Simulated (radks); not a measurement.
Task: Gd19+, configuration [Kr] 4d9. Method: scalar-relativistic Kohn-Sham, PBEsol, spin-polarised, spherical densities, finite nucleus; open shells are filled with parallel spins first (spin-orbit coupling, left out, can overturn this in heavy ions); Fermi nuclear charge, rms radius 5.1569 fm; computed with a radial shooting solver on a logarithmic mesh with Libxc functionals. Some entries of the table are withheld. Estimate them.

| orbital | occ. | eigenvalue (Ry) | <r> (bohr) |
|---|---|---|---|
| 1s up | 1 | -3715.804 | 0.02191 |
| 1s down | 1 | -3715.803 | 0.02191 |
| 2s up | 1 | -643.2603 | 0.09333 |
| 2s down | 1 | -643.2103 | 0.09332 |
| 2p up | 3 | -576.4474 | 0.08240 |
| 2p down | 3 | -576.4073 | 0.08239 |
| 3s up | 1 | -170.2651 | 0.2441 |
| 3s down | 1 | -170.2380 | 0.2441 |
| 3p up | 3 | -149.5595 | 0.2425 |
| 3p down | 3 | -149.5298 | 0.2425 |
| 3d up | 5 | (1) | 0.2206 |
| 3d down | 5 | (2) | 0.2206 |
| 4s up | 1 | -60.30010 | 0.5320 |
| 4s down | 1 | -60.17925 | 0.5320 |
| 4p up | 3 | -53.14455 | 0.5544 |
| 4p down | 3 | -53.02527 | 0.5545 |
| 4d up | 5 | -43.26167 | 0.5763 |
| 4d down | 4 | -43.14416 | 0.5766 |

Result: 
(1) 3d up eigenvalue (Ry): -122.2483
(2) 3d down eigenvalue (Ry): -122.2053
